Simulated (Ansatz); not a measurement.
`[F][AlH][SiH2]Cl` + `C[SiH3]` → `C[SiH2][AlH][F]` + `[SiH3]Cl` at 298.15 K and 1 bar (formal exchange of groups at the Al–Si bond).

Calculated with Ansatz (gas phase, PBE0-D4/def2-TZVP geometries, no zero-point term in ΔE). CCSD(T)/CBS is the MP2 limit (def2-TZVPP, def2-QZVPP) plus CCSD(T) − MP2 in def2-TZVPP, frozen cores. This one scheme is used for every species. One conformer a species, not always the lowest.

```
           species  CCSD(T)/CBS energy (Eh)  H − E (kJ/mol)  S (J/(mol·K))
`[F][AlH][SiH2]Cl`              -1092.58044            93.6          355.2
         `C[SiH3]`               -330.73916           173.3          255.5
 `C[SiH2][AlH][F]`               -672.62263           187.0          360.8
        `[SiH3]Cl`               -750.69636            80.1          250.8
```

H − E and S are ideal-gas, rigid-rotor, harmonic terms from PBE0-D4/def2-TZVP, for one conformer and one mirror image of each species. 1 Eh = 2625.50 kJ/mol, R = 8.31446 J/(mol·K).

**Question.** By hand: ΔE, ΔH, ΔS and ΔG.

**Answer.** ΔE = (-672.62263) + (-750.69636) − (-1092.58044) − (-330.73916) = 0.00061 Eh = 1.6 kJ/mol. Δ(H − E) = 187.0 + 80.1 − 93.6 − 173.3 = 0.2, so ΔH = 1.8 kJ/mol. ΔS = 360.8 + 250.8 − 355.2 − 255.5 = 0.9 J/(mol·K). ΔG = 1.8 − 298.15 × (0.9)/1000 = 1.5 kJ/mol.

**Question.** By hand: the equilibrium constant, and the temperature at which ΔG would vanish if ΔH and ΔS stayed fixed.

**Answer.** log₁₀ K = −ΔG/(RT ln 10) = -0.3. ΔG = 0 at ΔH/ΔS = 2000 K, though so small a ΔH makes that figure unsure.

The number of gas molecules stays the same, so ΔS is small and ΔH decides. The sign of ΔG lies within the doubt. A doubt of 5 kJ/mol in ΔE shifts log₁₀ K by 0.9 here. Other conformers and mirror images would add mixing entropy, several J/(mol·K) or more a flexible species. Modes under 60 cm⁻¹, often nearly free rotors, make the harmonic entropy too high. These are equilibria of isolated gas molecules and say nothing of rates. Largest T1 diagnostic: 0.012 (customary marks: 0.02 for closed shells, 0.045 for open ones).
